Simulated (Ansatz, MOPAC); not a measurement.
Species: CH6BO2Si, charge 0, multiplicity 2. SMILES: C[SiH2]B([O])O
Geometry: optimised at B3LYP-D3(BJ)/def2-TZVP (Ansatz, a program for electronic structure).

Quantity: enthalpy of formation at 298 K, in kcal/mol. Conventions: dispersion terms only where a functional's name holds one; 6-31G* and kin with 6d, 5d where marked; 6-311+G** with 5d, 6d on Na to Ar in Ansatz; non-relativistic; open shells spin-unrestricted; LANL2DZ with its own core potentials from Na on; spin-orbit terms left out. First-principles rows: single points at B3LYP-D3(BJ) geometries (Ansatz), with unscaled harmonic terms from B3LYP/6-31G* (Ansatz) at its own minima, enthalpies of formation by atomisation with measured atoms. Semi-empirical rows: MOPAC heats of formation at their own minima for 298 K.

| level | program | enthalpy of formation at 298 K (kcal/mol) |
|---|---|---|
| PM3 | MOPAC | -129.5 |
| MNDO | MOPAC | -125.5 |
| HF/6-31G* | Ansatz | 169.9 |
| PBE/STO-3G | Ansatz | -331.3 |
| PBE/3-21G | Ansatz | -95.1 |
| PBE/def2-SVP | Ansatz | -127.8 |
| B3LYP/3-21G | Ansatz | -60.1 |
| B3LYP/LANL2DZ | Ansatz | -48.2 |
| B3LYP/6-31G | Ansatz | -40.6 |
| B3LYP/6-31G* | Ansatz | -92.4 |
| B3LYP/6-311+G** | Ansatz | -90.4 |
| PBE0/6-31G* | Ansatz | -94.4 |
| PBE0/6-311+G** | Ansatz | -92.3 |
| r2SCAN-D4/def2-TZVPD | Ansatz + dftd4 | -112.6 |
| B3LYP/def2-TZVPD | Ansatz | -97.8 |

No value to compare with is used here. The 13 habitual levels span -331.3 (PBE/STO-3G) to 169.9 kcal/mol (HF/6-31G*); r2SCAN-D4/def2-TZVPD gives -112.6.

The levels are drawn from those run, B3LYP/6-31G* more often than the rest, none by its result; left out are runs that failed, that the program found above a lower state of the same kind, or whose <S^2> lies over 0.5 above the pure value.
